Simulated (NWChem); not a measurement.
Molecule: iodine (I2); SMILES II

Program: NWChem. def2 effective core potentials on I; no spin-orbit coupling. Each level has its own optimisation; frequencies are unscaled.

For level BLYP/def2-SVP:

| Item | Result |
|---|---|
| r I–I (Å) | 2.758 |
| highest harmonic frequency (cm⁻¹) | 193 |

Estimate the same quantities for level PBE0-D3(BJ)/def2-TZVP.


| Quantity | Value |
|---|---|
| r I–I (Å) | 2.656 |
| highest harmonic frequency (cm⁻¹) | 226 |
